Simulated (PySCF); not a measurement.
## Correlation energy of Ru¹⁶⁺ (ruthenium, charge +16)

Starting occupation: [Ar] 3d10. All numbers are calculated (PySCF 2.14, X2C-1e with screened-nucleus spin-orbit coupling, Gaussian nucleus, in an uncontracted even-tempered set (20 s from 0.48 bohr⁻², ratio 2.6; 15 p from 0.62 bohr⁻², ratio 2.6; 10 d from 0.62 bohr⁻², ratio 2.6; 6 f from 0.64 bohr⁻², ratio 2.8)). Frozen: [Ar]; 10 electrons correlated; the 102 highest virtual spinors left out.

MP2 pair energies summed by pair of shells (mhartree):

```csv
pair,energy,share (%)
3d3/2-3d5/2,-187.01,49.8
3d5/2-3d5/2,-131.72,35.1
3d3/2-3d3/2,-56.67,15.1
```

Total MP2 correlation energy: -375.39 mhartree.

The virtual space was cut to 70 spinors, which keep -368.92 of the -375.39 mhartree of MP2 correlation.

```
  level  correlation energy (mhartree)
   CCSD                        -360.94
    (T)                          -0.76
CCSD(T)                        -361.70
```

Diagnostics: T1 = 0.00018, largest double amplitude 0.010.

Problem. Is a single reference adequate?

Solution. Yes: T1 lies below 0.03 and no double amplitude reaches 0.07.

At this charge the one-electron X2C treatment keeps the bare 1/r₁₂, with no two-electron picture change or Breit term. The effect here is smaller than on the frozen 1s shell.
